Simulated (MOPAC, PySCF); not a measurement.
C₄H₁₂GeO₄, SMILES `[O](C)[Ge]([O]C)([O]C)[O]C`, neutral singlet in the gas phase. 

Cartesian coordinates (Å):
```xyz
21

C     -1.5002     1.7612    -1.5098
O     -1.3953     0.4740    -0.9489
Ge     0.0002     0.0003     0.0006
O      0.3521     1.3413     1.0736
C      1.5580     1.4069     1.7973
O     -0.4217    -1.5078     0.7887
C     -1.6786    -1.6943     1.3951
O      1.4657    -0.3063    -0.9113
C      1.6207    -1.4739    -1.6828
H     -0.8323     1.8835    -2.3813
H     -2.5369     1.9011    -1.8526
H     -1.2643     2.5536    -0.7791
H      1.6574     2.4248     2.2045
H      2.4359     1.1979     1.1624
H      1.5661     0.6975     2.6442
H     -2.5071    -1.3677     0.7438
H     -1.7554    -1.1495     2.3531
H     -1.8018    -2.7683     1.6030
H      1.0209    -1.4345    -2.6098
H      1.3357    -2.3819    -1.1246
H      2.6810    -1.5579    -1.9663
```
Charge 0, multiplicity 1.

All levels are single points at this geometry (PBE0-D4/def2-SVP); Pople sets use spherical d functions. Orbital energies aren't observables, and empty levels follow the basis.

PM7 in MOPAC gives gap (eV) = 9.15.

Task: Estimate the gap (eV) from each of these levels: PBE-D3(BJ)/def2-TZVP in PySCF; PBE0-D4/def2-TZVP in PySCF; B3LYP/6-311+G** (LANL2DZ on Ge) in PySCF; PBE/6-31G* in PySCF; SVWN5/6-31G* in PySCF.

Result: 
```tsv
level	gap (eV)
PBE-D3(BJ)/def2-TZVP in PySCF	5.61
PBE0-D4/def2-TZVP in PySCF	8.32
B3LYP/6-311+G** (LANL2DZ on Ge) in PySCF	7.54
PBE/6-31G* in PySCF	5.60
SVWN5/6-31G* in PySCF	5.41
```
